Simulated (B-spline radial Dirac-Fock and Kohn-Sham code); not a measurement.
**Ionisation of each subshell: Tb³⁷⁺**

System: terbium as Tb³⁷⁺ in the configuration [Ar] 3d10; nuclear rms radius 5.06 fm (A = 159).

Level of theory: Dirac-Fock energy differences between relaxed states, corrected for Breit and QED terms; a radial B-spline solver. Correlation and solid-state effects are left out. Energies are counted from the vacuum level.

All terms are in eV, carry their sign (relaxation lowers the binding energy) and add up to the binding energy; ⟨r⟩ is the mean radius of the orbital in the initial state.

| subshell | −ε (Koopmans) | relaxation | Breit | QED | binding energy | ⟨r⟩ (bohr) |
| --- | --- | --- | --- | --- | --- | --- |
| 1s | 53906.4 | -49.28 | -148.94 | -77.55 | 53630.6 | 0.021 |
| 2s | 10349.0 | -18.40 | -16.14 | -10.74 | 10303.7 | 0.091 |
| 2p1/2 | 9899.9 | -21.99 | -26.63 | 0.30 | 9851.6 | 0.076 |
| 2p3/2 | 9147.4 | -20.03 | -16.97 | -0.86 | 9109.6 | 0.083 |
| 3s | 3470.1 | -2.73 | -3.25 | -2.52 | 3461.6 | 0.234 |
| 3p1/2 | 3277.3 | -3.24 | -5.32 | 0.00 | 3268.8 | 0.224 |
| 3p3/2 | 3112.3 | -2.80 | -3.26 | -0.24 | 3106.0 | 0.235 |
| 3d3/2 | 2792.0 | -4.06 | -2.48 | 0.16 | 2785.6 | 0.207 |
| 3d5/2 | 2755.9 | -3.83 | -1.66 | 0.06 | 2750.4 | 0.211 |

For the deepest level, K (1s), the Breit terms make up -0.278 % of the binding energy, QED -0.145 % and orbital relaxation -0.092 %.

Going to the tabulated ground configuration of the next ion removes an electron from M5 (3d5/2), computed at 2750.4 eV. NIST lists 2750 ± 4 eV as the ionisation energy of this species (theoretical), -0.44 eV from the computed value, within the stated uncertainty.
